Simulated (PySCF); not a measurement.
# Radial density of V³⁺ (vanadium, charge +3)

UHF, [Ar] 3d2, high-spin 3F determinant. Computed with PySCF 2.14 in def2-TZVPPD (6s6p4d2f1g, 67 functions), with the non-relativistic Hamiltonian (point nucleus).

```json
{"r (bohr)": "0.000940", "4πr²ρ (e/bohr)": "0.08674", "4πr²(ρα − ρβ)": "0.0000"}
{"r (bohr)": "0.00158", "4πr²ρ (e/bohr)": "0.2390", "4πr²(ρα − ρβ)": "0.0000"}
{"r (bohr)": "0.00266", "4πr²ρ (e/bohr)": "0.6419", "4πr²(ρα − ρβ)": "0.0000"}
{"r (bohr)": "0.00447", "4πr²ρ (e/bohr)": "1.673", "4πr²(ρα − ρβ)": "0.0000"}
{"r (bohr)": "0.00752", "4πr²ρ (e/bohr)": "4.111", "4πr²(ρα − ρβ)": "0.0000"}
{"r (bohr)": "0.0127", "4πr²ρ (e/bohr)": "9.203", "4πr²(ρα − ρβ)": "0.0000"}
{"r (bohr)": "0.0213", "4πr²ρ (e/bohr)": "17.56", "4πr²(ρα − ρβ)": "0.0000"}
{"r (bohr)": "0.0358", "4πr²ρ (e/bohr)": "25.85", "4πr²(ρα − ρβ)": "0.0002"}
{"r (bohr)": "0.0602", "4πr²ρ (e/bohr)": "25.95", "4πr²(ρα − ρβ)": "0.0011"}
{"r (bohr)": "0.101", "4πr²ρ (e/bohr)": "20.66", "4πr²(ρα − ρβ)": "0.0065"}
{"r (bohr)": "0.170", "4πr²ρ (e/bohr)": "27.18", "4πr²(ρα − ρβ)": "0.0448"}
{"r (bohr)": "0.287", "4πr²ρ (e/bohr)": "25.13", "4πr²(ρα − ρβ)": "0.2573"}
{"r (bohr)": "0.482", "4πr²ρ (e/bohr)": "9.331", "4πr²(ρα − ρβ)": "0.9743"}
{"r (bohr)": "0.811", "4πr²ρ (e/bohr)": "11.55", "4πr²(ρα − ρβ)": "1.7130"}
{"r (bohr)": "1.36", "4πr²ρ (e/bohr)": "5.021", "4πr²(ρα − ρβ)": "1.0878"}
{"r (bohr)": "2.29", "4πr²ρ (e/bohr)": "0.3650", "4πr²(ρα − ρβ)": "0.1874"}
{"r (bohr)": "3.86", "4πr²ρ (e/bohr)": "0.004458", "4πr²(ρα − ρβ)": "0.0043"}
{"r (bohr)": "6.49", "4πr²ρ (e/bohr)": "1.572e-05", "4πr²(ρα − ρβ)": "0.0000"}
```
